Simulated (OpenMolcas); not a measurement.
2s2 2p2 along the 6-electron sequence

* Program: OpenMolcas
* Method: CASSCF
* Basis: ANO-R2
* Scalar Hamiltonian: X2C, finite nucleus
* Spin-orbit coupling: RASSI with atomic mean-field integrals over the reference wave functions, term energies averaged over their components

Active space for each ion: 4 electrons in 8 orbitals (2s 2p 3s 3p).

Computed levels in cm-1 above 3P0:

```json
{"Level": "3P1", "C": "14.5", "N+": "45.2", "O2+": "108", "F3+": "215", "Ne4+": "392"}
{"Level": "3P2", "C": "43.4", "N+": "134", "O2+": "319", "F3+": "628", "Ne4+": "1130"}
{"Level": "1D2", "C": "11966", "N+": "16893", "O2+": "22828", "F3+": "28091", "Ne4+": "33317"}
{"Level": "1S0", "C": "18810", "N+": "29389", "O2+": "39502", "F3+": "49765", "Ne4+": "60036"}
{"Level": "weight of 3P in the lowest level (%)", "C": "100", "N+": "100", "O2+": "100", "F3+": "100", "Ne4+": "100"}
```

Measured, with the error of the calculation in %. Measured levels: C, N+ from NIST Handbook of Basic Atomic Spectroscopic Data; O2+ from Moore, Selected Tables of Atomic Spectra, NSRDS-NBS 3, section 11; F3+ from Moore, Atomic Energy Levels, vol. I, NSRDS-NBS 35 (1971 reprint of NBS Circular 467, 1949); Ne4+ from NIST levels in Podobedova, Fuhr, Reader and Wiese, J. Phys. Chem. Ref. Data 33, 525 (2004).

```json
{"Level": "3P1", "C": "16.4 (-11.4)", "N+": "48.7 (-7.0)", "O2+": "113 (-4.5)", "F3+": "225 (-4.6)", "Ne4+": "412 (-5.0)"}
{"Level": "3P2", "C": "43.4 (+0.1)", "N+": "131 (+2.8)", "O2+": "", "F3+": "613 (+2.3)", "Ne4+": "1110 (+1.8)"}
{"Level": "1D2", "C": "10193 (+17.4)", "N+": "15316 (+10.3)", "O2+": "20273 (+12.6)", "F3+": "25241 (+11.3)", "Ne4+": "30292 (+10.0)"}
{"Level": "1S0", "C": "21648 (-13.1)", "N+": "32689 (-10.1)", "O2+": "43186 (-8.5)", "F3+": "53544 (-7.1)", "Ne4+": "63914 (-6.1)"}
```

The fine-structure level 3P2 changes by a factor of 26 from C to Ne4+. Its fourth root runs 2.57, 3.40, 4.23, 5.01, 5.80, with steps per unit of Z of 0.84, 0.82, 0.78, 0.79; equal steps would mean a (Z - σ)^4 law with constant σ.

1D2 changes by a factor of 2.78 over the same range, with steps per unit of Z of +4930, +5940, +5260, +5230 cm-1.

Without dynamic correlation excited terms often stand tens of per cent too high (terms of higher spin than the ground term too low), and those without a measured partner can miss by more than the paired ones (holds for C; N+). Active for correlation alone: 3p 3s; no level in the range computed is led by a configuration that fills them, so any true level of that kind is missing (holds for C; O2+; F3+; Ne4+). Terms from blocks run as CI alone lack orbitals of their own (holds for N+). The run also gave levels led by 2s 2p2 3s, 2s2 2p 3p, 2s2 2p 3s, which use shells meant for correlation; these and all levels above them are left out (holds for N+). Measured partners are found by configuration, term and J. A level has none where our copy of the source lacks it or the pairing is in doubt (some pairs that miss far off the trend of their configuration count as doubtful), and it then counts in no deviation. Levels of configurations outside the active space are missing.
